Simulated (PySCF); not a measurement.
Correlation energy of Pt⁶⁰⁺ (platinum, charge +60)

[Ar], closed-shell 1S. All numbers are calculated (PySCF 2.14, no relativity, point nucleus, in an even-tempered Gaussian basis (16 s from 17 bohr⁻², ratio 2.5; 10 p from 22 bohr⁻², ratio 2.5; 4 d from 89 bohr⁻², ratio 2.7; 4 f from 130 bohr⁻², ratio 2.7)). Frozen: 1s2; 16 electrons correlated; the 17 highest virtual orbitals of each spin left out.

```csv
level,correlation energy (mhartree)
CCSD,-642.65
(T),-0.74
CCSD(T),-643.39
```

Diagnostics: T1 = 0.00016, D1 = 0.0004, largest double amplitude 0.012.

Task: Is a single reference adequate?

Result: Yes, within this model without spin-orbit coupling: T1 lies below 0.03 and no double amplitude reaches 0.07.

At this charge a non-relativistic calculation is a model, useful for the Z dependence of the correlation energy.
